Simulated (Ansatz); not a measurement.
Ansatz (a first-principles code) input (PBE0/6-311+G**): The .json file is the Basis Set Exchange's 6-311+G**.

Ansatz 0.2 input:
```yaml
crystal:
  periodic: [false, false, false]
  atoms:
    - {symbol: C, position_ang: [-1.86965100, 0.20288200, 0.10853500]}
    - {symbol: C, position_ang: [-0.43259100, -0.09073500, -0.07292900]}
    - {symbol: O, position_ang: [0.00113500, -1.08714100, -0.77414900]}
    - {symbol: O, position_ang: [0.42290200, 0.65748000, 0.47633100]}
    - {symbol: C, position_ang: [1.87560400, 0.41309800, 0.33022900]}
    - {symbol: H, position_ang: [-2.33266400, 0.36803700, -0.86836600]}
    - {symbol: H, position_ang: [-2.00015800, 1.08216900, 0.73218100]}
    - {symbol: H, position_ang: [-2.36035100, -0.65762300, 0.57193300]}
    - {symbol: H, position_ang: [2.13130100, 0.47587400, -0.72366900]}
    - {symbol: H, position_ang: [2.33196600, 1.20875100, 0.90559800]}
    - {symbol: H, position_ang: [2.10315700, -0.56670400, 0.74038700]}
    - {symbol: H, position_ang: [-0.70572100, -1.62469500, -1.17053800]}
basis:
  gaussian:
    orbitals: 6-311+G__.json
hamiltonian:
  xc: {name: PBE0}
total_charge: 1
output: {forces: true}
```

Output:

```
Functional definition: PBE0
integrals: 0.08 GiB planned
1228 factors; their error is unknown
mean field: 0.65 GiB planned
mean field evaluation 1: about -7293.1481 eV, gradient 8.3e1 eV
mean field evaluation 2: about -7289.2092 eV, gradient 9.5e1 eV
mean field evaluation 4: about -7305.9128 eV, gradient 4.0e0 eV
mean field evaluation 8: about -7305.9451 eV, gradient 3.3e-1 eV
mean field evaluation 16: about -7305.9115 eV, gradient 1.3e-4 eV
mean field -7305.91148511 eV, -268.4872949530 hartree, gradient 1.3e-5 eV, S^2 0.000000; 0 other end points of the search recorded, 0 dependent functions left out
the calculation of the forces begins
reference -7305.91153558 eV, -268.4872968078 hartree; 20, 20 occupied and 132, 132 virtual orbitals, 1228 factors
Total energy: -7305.91153558 eV, -268.4872968078 hartree
Atom 0 at    -1.869651     0.202882     0.108535 Å, force     0.198629    -0.045850    -0.028832 eV/Å
Atom 1 at    -0.432591    -0.090735    -0.072929 Å, force     0.058271    -0.073162    -0.050980 eV/Å
Atom 2 at     0.001135    -1.087141    -0.774149 Å, force    -0.125708     0.096093     0.066013 eV/Å
Atom 3 at     0.422902     0.657480     0.476331 Å, force     0.115811    -0.144676    -0.100800 eV/Å
Atom 4 at     1.875604     0.413098     0.330229 Å, force    -0.357399     0.007946    -0.001212 eV/Å
Atom 5 at    -2.332664     0.368037    -0.868366 Å, force    -0.024726     0.018082    -0.058852 eV/Å
Atom 6 at    -2.000158     1.082169     0.732181 Å, force    -0.001316     0.062928     0.044787 eV/Å
Atom 7 at    -2.360351    -0.657623     0.571933 Å, force    -0.026543    -0.049236     0.035681 eV/Å
Atom 8 at     2.131301     0.475874    -0.723669 Å, force     0.015554     0.010783    -0.083942 eV/Å
Atom 9 at     2.331966     1.208751     0.905598 Å, force     0.021998     0.067558     0.048532 eV/Å
Atom 10 at     2.103157    -0.566704     0.740387 Å, force     0.013210    -0.076061     0.038010 eV/Å
Atom 11 at    -0.705721    -1.624695    -1.170538 Å, force     0.112217     0.125595     0.091596 eV/Å
Dipole moment:    -0.299317    -0.266126    -0.195267 e Å
```

The dipole moment of an ion depends on the origin.

The geometry given is a B3LYP-D3(BJ)/def2-TZVP minimum.
